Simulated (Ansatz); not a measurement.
Ansatz (an electronic-structure program) input (HF/3-21G): The .json file is the Basis Set Exchange's 3-21G.

Ansatz 0.2 input:
```yaml
crystal:
  periodic: [false, false, false]
  atoms:
    - {symbol: I, position_ang: [-0.00000000, -0.00000000, -1.70566048]}
    - {symbol: I, position_ang: [0.00000000, 0.00000000, 1.70566048]}
basis:
  gaussian:
    orbitals: 3-21G.json
hamiltonian:
  xc: {name: HF}
total_charge: -1
magnetization: {spin_polarized: true, initial_magnetization: 1}
phonons: {temperatures: {t_min: 298.15, t_max: 298.15, t_step: 100}}
```

Output:

```
Functional definition: HF
integrals: 0.02 GiB planned
860 factors; integrals over basis functions are off by at most 3.0e-5 eV
mean field: 0.53 GiB planned
mean field evaluation 1: about -374858.0174 eV, gradient 1.0e1 eV
mean field evaluation 2: about -374858.0499 eV, gradient 1.0e1 eV
mean field evaluation 4: about -374858.1462 eV, gradient 2.4e-1 eV
mean field evaluation 8: about -374858.1469 eV, gradient 1.0e-5 eV
mean field evaluation 16: about -374856.6475 eV, gradient 4.4e-1 eV
mean field -374858.14693689 eV, -13775.7828119527 hartree, gradient 1.0e-5 eV, S^2 0.756449; 0 other end points of the search recorded, 0 dependent functions left out
the calculation of the forces begins
reference -374858.14693689 eV, -13775.7828119527 hartree; 54, 53 occupied and 12, 13 virtual orbitals, 860 factors
these checks for a lower state are left out or cut short: stability, starts, cluster_reference, orbital_swaps, neighbouring_geometries, increment
integrals: 0.02 GiB planned
860 factors; integrals over basis functions are off by at most 3.0e-5 eV
mean field: 0.53 GiB planned
mean field -374858.14693689 eV, -13775.7828119527 hartree, gradient 2.7e-6 eV, S^2 0.756449; 0 other end points of the search recorded, 0 dependent functions left out
the calculation of the forces begins
reference -374858.14693689 eV, -13775.7828119527 hartree; 54, 53 occupied and 12, 13 virtual orbitals, 860 factors
these checks for a lower state are left out or cut short: stability, starts, cluster_reference, orbital_swaps, neighbouring_geometries, increment
integrals: 0.02 GiB planned
860 factors; integrals over basis functions are off by at most 3.0e-5 eV
mean field: 0.53 GiB planned
mean field evaluation 32: about -374858.1167 eV, gradient 6.3e-5 eV
mean field -374858.14693689 eV, -13775.7828119527 hartree, gradient 2.7e-6 eV, S^2 0.756449; 0 other end points of the search recorded, 0 dependent functions left out
the calculation of the forces begins
reference -374858.14693689 eV, -13775.7828119527 hartree; 54, 53 occupied and 12, 13 virtual orbitals, 860 factors
these checks for a lower state are left out or cut short: stability, starts, cluster_reference, orbital_swaps, neighbouring_geometries, increment
integrals: 0.02 GiB planned
860 factors; integrals over basis functions are off by at most 3.0e-5 eV
mean field: 0.53 GiB planned
mean field -374858.14693689 eV, -13775.7828119527 hartree, gradient 2.7e-6 eV, S^2 0.756449; 0 other end points of the search recorded, 0 dependent functions left out
the calculation of the forces begins
reference -374858.14693689 eV, -13775.7828119527 hartree; 54, 53 occupied and 12, 13 virtual orbitals, 860 factors
these checks for a lower state are left out or cut short: stability, starts, cluster_reference, orbital_swaps, neighbouring_geometries, increment
integrals: 0.02 GiB planned
860 factors; integrals over basis functions are off by at most 3.0e-5 eV
mean field: 0.53 GiB planned
mean field -374858.14693689 eV, -13775.7828119527 hartree, gradient 2.7e-6 eV, S^2 0.756449; 0 other end points of the search recorded, 0 dependent functions left out
the calculation of the forces begins
reference -374858.14693689 eV, -13775.7828119527 hartree; 54, 53 occupied and 12, 13 virtual orbitals, 860 factors
these checks for a lower state are left out or cut short: stability, starts, cluster_reference, orbital_swaps, neighbouring_geometries, increment
integrals: 0.02 GiB planned
860 factors; integrals over basis functions are off by at most 3.0e-5 eV
mean field: 0.53 GiB planned
mean field -374858.14692752 eV, -13775.7828116086 hartree, gradient 2.7e-6 eV, S^2 0.756438; 0 other end points of the search recorded, 0 dependent functions left out
the calculation of the forces begins
reference -374858.14692752 eV, -13775.7828116086 hartree; 54, 53 occupied and 12, 13 virtual orbitals, 860 factors
these checks for a lower state are left out or cut short: stability, starts, cluster_reference, orbital_swaps, neighbouring_geometries, increment
integrals: 0.02 GiB planned
860 factors; integrals over basis functions are off by at most 3.0e-5 eV
mean field: 0.53 GiB planned
mean field evaluation 64: about -374858.1168 eV, gradient 8.1e-5 eV
mean field -374858.14692909 eV, -13775.7828116660 hartree, gradient 2.7e-6 eV, S^2 0.756461; 0 other end points of the search recorded, 0 dependent functions left out
the calculation of the forces begins
reference -374858.14692909 eV, -13775.7828116660 hartree; 54, 53 occupied and 12, 13 virtual orbitals, 860 factors
Total energy: -374858.14693689 eV, -13775.7828119527 hartree
Atom 0 at    -0.000000    -0.000000    -1.705660 Å, force     0.000000    -0.000000    -0.000262 eV/Å
Atom 1 at     0.000000     0.000000     1.705660 Å, force    -0.000000     0.000000     0.000262 eV/Å
Dipole moment:    -0.000000    -0.000000    -0.000000 e Å
Vibrations: 107.86 cm⁻¹, zero-point energy 0.006686 eV
```

The blocks after the first are displaced geometries, from whose forces the wavenumbers follow.

The dipole moment of an ion depends on the origin.
